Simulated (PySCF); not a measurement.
From one molecule to another.

First species: C8H6O.
Geometry (GFN2-xTB, Å), atoms numbered from 1 in this order:
```xyz
15
C8H6O angstrom
C     -2.8106    0.8253    1.1805
C     -2.2788   -0.1316    0.6818
C     -1.7402   -1.2953    0.1097
C     -0.4838   -1.4439   -0.3438
C      0.5553   -0.4568   -0.3362
C      0.6171    0.8497    0.0941
C      1.9284    1.2939   -0.1731
C      2.5751    0.2386   -0.7444
O      1.7603   -0.8186   -0.8482
H     -3.2476    1.6759    1.6122
H     -2.4282   -2.1289    0.0444
H     -0.1876   -2.3950   -0.7655
H     -0.1785    1.4073    0.5418
H      2.3359    2.2635    0.0294
H      3.5787    0.1238   -1.1046
```

Second species: C6H9 (charge +1).
Numbering: `[CH3:1][CH2:2][CH2:3][c+:4]1[cH:5][cH:6]1` (hydrogens: H7, H8, H9 on C1; H10, H11 on C2; H12, H13 on C3; H14 on C5; H15 on C6)

Structure used (GFN2-xTB), in Å, numbered top down from 1:
```
atom  x, y, z in Å
C1    -2.247    0.057    0.676
C2    -0.728    0.042    0.788
C3    -0.093   -0.021   -0.606
C4     1.333   -0.042   -0.627
C5     2.553   -0.036    0.054
C6     2.552   -0.083   -1.307
H7    -2.610   -0.842    0.185
H8    -2.587    0.922    0.113
H9    -2.691    0.103    1.666
H10   -0.413   -0.822    1.373
H11   -0.390    0.943    1.303
H12   -0.454   -0.903   -1.158
H13   -0.431    0.824   -1.226
H14    3.103   -0.013    0.970
H15    3.098   -0.121   -2.224
```

Levels: PBE0/def2-SVPD for HOMO energy, LUMO energy, HOMO–LUMO gap, static isotropic polarisability and electronic spatial extent ⟨r²⟩ about the centre of nuclear charge; TDDFT PBE0/def2-SVPD for lowest singlet excitation; TDA PBE0/def2-SVPD for lowest triplet excitation (Tamm–Dancoff); GFN2-xTB for rotational constant A and rotational constant C. Geometries: GFN2-xTB. All species are isolated and taken at one optimised geometry, non-relativistic unless stated. Electronic properties by PySCF.

Dipoles, sizes and rotational constants follow the conformer. The torsions of the flexible species, by atom-mapped SMILES:
- `[CH:1]#[C:2]/[CH:3]=[CH:4]\[c:5]1[cH:6][cH:7][cH:8][o:9]1`: C3–C4–C5–C6 0°
- `[CH3:1][CH2:2][CH2:3][c+:4]1[cH:5][cH:6]1`: C1–C2–C3–C4 180°, C2–C3–C4–C5 0°

Problem. Which of the two has the higher HOMO–LUMO gap, and by how much?

Solution. The second: 6.56 eV against 4.52 eV, a difference of 2.04 eV.

Problem. Which of the two has the higher rotational constant C, and by how much?

Solution. The second: 1.554 GHz against 0.878 GHz, a difference of 0.676 GHz.

Problem. Which has the higher rotational constant A?

Solution. The second: 14.024 GHz against 4.037 GHz, a difference of 9.987 GHz.

Problem. Which of the two has the higher HOMO energy, and by how much?

Solution. The first: -6.11 eV against -13.56 eV, a difference of 7.45 eV.

Problem. Which has the higher static isotropic polarisability?

Solution. The first: 103.4 au against 60.6 au, a difference of 42.8 au.

Problem. Which has the higher LUMO energy?

Solution. The first: -1.59 eV against -7.00 eV, a difference of 5.41 eV.

Problem. Which has the higher T1 energy?

Solution. The second: 5.48 eV against 2.44 eV, a difference of 3.04 eV.

Problem. Which of the two has the higher S1 energy, and by how much?

Solution. The second: 5.66 eV against 4.15 eV, a difference of 1.51 eV.

On the first: The 6 singlets span 4.15 to 6.05 eV, and their oscillator strengths add up to 0.55. The principal polarisabilities are 55.1, 99.6 and 155.4 au; their mean is the isotropic value.

On the second: The polarisability is 8.99 Å³ as a volume (1 au = 0.148185 Å³), or 1.38 au for each of the 44 electrons. The 6 singlets span 5.66 to 6.31 eV, and their oscillator strengths add up to 0.01.
